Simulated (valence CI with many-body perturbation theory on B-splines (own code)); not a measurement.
# Sensitivity of CI+MBPT for Rb30+

Calculated by relativistic CI+MBPT: five valence electrons over a frozen Dirac-Fock core [He], a basis of 6 s, 6 p, 5 d, 3 f, 1 g functions for each j, with the one-electron correlation potential Σ1, the two-electron term Σ2, the three-electron term Σ3, Breit, model QED; selected CI, second order for the rest, scaled by the run's own slope (own B-spline code, finite nucleus).

No measured spectrum was set against this ion. As an estimate, large intervals hold to a few tenths of a per cent, small ones and those within an open d or f shell to about a per cent. Among the levels kept, up to 4100 cm⁻¹ of a level comes from second order outside the variational space, and about a tenth of that is noise between levels of different J, which matters for small intervals.

The reference run has the lowest level (2s^2 2p1/2^2 2p3/2) J=3/2 and an ionisation energy of 3598.38 eV. Its largest variational space holds 12468 state functions.

Levels are named by their leading jj configuration (3d3/2^4 stands for four electrons in 3d with j = 3/2), which in mixed levels can hold well under half, so a name can repeat and another be missing. Letters in brackets count levels of one name in rising energy.

Changed runs:
A. Breit term on → off
B. hole-hole ladder in Σ2 on → off; Davidson tolerance 2e-05 → 0.001
C. averaging of valence orbitals over low configurations on → off
D. size limit of the variational space 10000 → 100; second order for the rest on → off (bad on purpose)

Excitation energies of the reference run in cm⁻¹, and shifts in cm⁻¹:

```tsv
Level	Reference	A	B	C	D
(2s^2 2p1/2 2p3/2^2) J=3/2	436708	+8155	-29	+1.5	-480
(2s^2 2p1/2 2p3/2^2) J=5/2	544072	+17758	-33	+3.0	+4628
(2s^2 2p1/2 2p3/2^2) J=1/2	683997	+7263	+50	+20	+1687
(2s^2 2p3/2^3) J=3/2	1113130	+20486	+11	+15	+1260
(2s 2p1/2^2 2p3/2^2) J=5/2	1482920	+3054	-96	+45	+2418
(2s 2p1/2^2 2p3/2^2) J=3/2	1761370	+2657	-97	+45	+6518
(2s 2p1/2^2 2p3/2^2) J=1/2	1768820	-2091	-44	+56	+4722
(2s 2p1/2 2p3/2^3) J=3/2 [a]	2096210	+5678	-98	+50	+9159
(2s 2p1/2 2p3/2^3) J=5/2	2226460	+15107	-99	+52	+7350
(2s 2p1/2 2p3/2^3) J=1/2	2387900	+5475	-52	+49	+7667
(2s 2p1/2 2p3/2^3) J=3/2 [b]	2476620	+11898	-99	+37	+14214
(2s 2p3/2^4) J=1/2	2955170	+16354	-42	+50	+8625
Ionisation energy (eV)	3598.38	+1.50	-0.0011	-0.0031	-1.54
```
